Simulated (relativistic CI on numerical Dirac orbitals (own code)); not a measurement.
## How the errors of a small relativistic CI change along the 12-electron sequence

Levels calculated with a relativistic CI code on KLI orbitals, against measured ones, in five cumulative steps: (1) Dirac-Coulomb, each configuration alone; (2) with Breit and QED terms; (3) with configuration mixing; (4) with scaled Slater integrals; (5) with a P86 correlation estimate. Each ion has its own short list of configurations; levels above 2,000 cm⁻¹ that pair in every step are counted, and ions without enough such levels are left out. The scale is 0.85 up to charge 4 and 0.9 beyond; P86 is a density functional added for each configuration.

Median relative error (%):

| Ion | Ground | Levels | (1) | (2) | (3) | (4) | (5) |
| --- | --- | --- | --- | --- | --- | --- | --- |
| Mg I | 3s2 | 45 | 14.7 | 14.7 | 5.0 | 7.4 | 1.4 |
| Al II | 3s2 | 26 | 8.2 | 8.2 | 2.1 | 3.4 | 0.5 |
| Si III | 3s2 | 56 | 5.0 | 5.0 | 1.1 | 2.0 | 0.5 |
| P IV | 3s2 | 25 | 3.8 | 3.9 | 0.7 | 1.2 | 0.4 |
| S V | 3s2 | 61 | 3.0 | 3.0 | 0.5 | 0.9 | 0.3 |
| Ar VII | 3s2 | 63 | 1.9 | 1.9 | 0.4 | 0.3 | 0.3 |
| K VIII | 3s2 | 62 | 1.8 | 1.9 | 0.2 | 0.3 | 0.3 |

Mean absolute error (cm⁻¹):

| Ion | (1) | (2) | (3) | (4) | (5) |
| --- | --- | --- | --- | --- | --- |
| Mg I | 7507 | 7515 | 2468 | 3566 | 897 |
| Al II | 8205 | 8230 | 2025 | 3242 | 1010 |
| Si III | 9697 | 9754 | 2232 | 3500 | 1214 |
| P IV | 10242 | 10333 | 1563 | 2438 | 933 |
| S V | 11565 | 11700 | 2088 | 3334 | 1203 |
| Ar VII | 11509 | 11806 | 2442 | 1854 | 2470 |
| K VIII | 12512 | 12905 | 2334 | 1836 | 2215 |

In step (3), fully ab initio, the relative error is 5.0 % for Mg I and 0.2 % for K VIII, while the absolute error goes from 2468 to 2334 cm⁻¹. Level energies grow with the charge (linearly within a shell, quadratically where n changes), mostly faster than the correlation that the model misses, so the relative error falls. The sets of levels differ from ion to ion, which blurs the trend. Mixing (step 3) lowers the mean absolute error for 7 of the 7 ions and scaling (step 4) for 2. The P86 step changes the mean absolute error by a factor of 0.3 for the first ion and 1.2 for the last.

Sources of the measured levels: Mg I, NIST Handbook of Basic Atomic Spectroscopic Data (Sansonetti and Martin, J. Phys. Chem. Ref. Data 34, 1559 (2005)); Al II, NIST Handbook of Basic Atomic Spectroscopic Data (Sansonetti and Martin, J. Phys. Chem. Ref. Data 34, 1559 (2005)); Si III, NIST levels in Kelleher and Podobedova, J. Phys. Chem. Ref. Data 37, 1285 (2008); P IV, Martin, Zalubas and Musgrove, J. Phys. Chem. Ref. Data 14, 751 (1985); S V, NIST levels in Podobedova, Kelleher and Wiese, J. Phys. Chem. Ref. Data 38, 171 (2009); Martin, Zalubas and Musgrove, J. Phys. Chem. Ref. Data 19, 821 (1990); Ar VII, Saloman, J. Phys. Chem. Ref. Data 39, 033101 (2010); K VIII, Sansonetti, J. Phys. Chem. Ref. Data 37, 7 (2008).
